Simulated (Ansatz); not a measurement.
1-butyl-3-methylimidazolium tetrafluoroborate (C8H15BF4N2), relaxed as a singlet with RKS PBE-D4/def2-SVP in Ansatz, starting from the GFN2-xTB geometry. Force threshold 0.03 eV/Å.

Start:

```csv
atom,x (Å),y (Å),z (Å)
C1,1.738,-0.304,-3.819
C2,1.029,0.378,-2.655
C3,1.781,0.159,-1.343
C4,1.129,0.871,-0.157
N5,-0.160,0.309,0.163
C6,-1.372,0.814,-0.187
C7,-2.320,0.012,0.370
N8,-1.669,-0.974,1.045
C9,-2.274,-1.974,1.879
C10,-0.364,-0.771,0.906
H11,2.746,0.088,-3.931
H12,1.198,-0.134,-4.747
H13,1.805,-1.376,-3.653
H14,0.959,1.449,-2.855
H15,0.013,-0.016,-2.573
H16,1.848,-0.910,-1.131
H17,2.797,0.541,-1.446
H18,1.752,0.785,0.735
H19,0.985,1.930,-0.372
H20,-1.477,1.709,-0.763
H21,-3.388,0.084,0.349
H22,-1.723,-2.910,1.798
H23,-3.308,-2.125,1.581
H24,-2.238,-1.633,2.916
H25,0.404,-1.344,1.386
F26,1.140,0.369,2.874
B27,0.026,1.090,3.333
F28,0.311,1.766,4.473
F29,-0.360,1.949,2.303
F30,-1.006,0.167,3.523
```

| step | energy (eV) | largest force component (eV/Å) | SCF passes |
| --- | --- | --- | --- |
| 1 | -23027.7778 | 0.985 | 22 |
| 2 | -23028.0287 | 0.467 | 21 |
| 3 | -23028.0729 | 0.143 | 21 |
| 4 (rejected) | -23027.9063 | 1.387 | 20 |
| 5 | -23028.0933 | 0.091 | 21 |
| 6 | -23028.0998 | 0.071 | 21 |
| 7 | -23028.1137 | 0.083 | 21 |
| 8 | -23028.1266 | 0.124 | 20 |
| 9 | -23028.1320 | 0.203 | 20 |
| 10 | -23028.1376 | 0.141 | 22 |
| 11 | -23028.1402 | 0.045 | 22 |
| 12 | -23028.1414 | 0.033 | 21 |
| 13 | -23028.1425 | 0.056 | 21 |
| 14 | -23028.1436 | 0.155 | 21 |
| 15 | -23028.1454 | 0.125 | 22 |
| 16 | -23028.1478 | 0.163 | 20 |
| 17 | -23028.1479 | 0.298 | 21 |
| 18 | -23028.1530 | 0.157 | 21 |
| 19 | -23028.1575 | 0.077 | 21 |
| 20 | -23028.1602 | 0.047 | 21 |
| 21 | -23028.1615 | 0.171 | 21 |
| 22 | -23028.1631 | 0.077 | 23 |
| 23 | -23028.1633 | 0.050 | 21 |
| 24 | -23028.1644 | 0.026 | 22 |

Force components are those of the run's own axes.

End:

```xyz
30

C     2.029   -0.308   -3.749
C     1.096    0.335   -2.722
C     1.698    0.385   -1.314
C     0.837    1.073   -0.255
N    -0.437    0.381   -0.004
C    -1.657    0.598   -0.619
C    -2.583   -0.180    0.037
N    -1.902   -0.855    1.038
C    -2.473   -1.720    2.070
C    -0.607   -0.500    0.995
H     2.985    0.249   -3.829
H     1.571   -0.333   -4.758
H     2.278   -1.352   -3.468
H     0.838    1.369   -3.044
H     0.135   -0.226   -2.698
H     1.945   -0.643   -0.966
H     2.666    0.930   -1.340
H     1.348    1.109    0.727
H     0.582    2.110   -0.550
H    -1.772    1.297   -1.452
H    -3.659   -0.297   -0.116
H    -2.418   -2.783    1.763
H    -3.529   -1.438    2.228
H    -1.894   -1.549    2.999
H     0.181   -0.790    1.707
F     1.599    0.120    2.653
B     0.552    0.656    3.501
F     1.084    1.250    4.620
F    -0.196    1.564    2.709
F    -0.296   -0.449    3.840
```

By distances, no bond broke or formed. The bond that changes most is F26–B27, from 1.40 to 1.45 Å (atoms count from 1).

No frequencies were taken in this run, so the end may be a saddle point.

It took 2.5 min on 4 threads of Arm Neoverse V1 on a shared host, peak host memory 0.59 GiB.
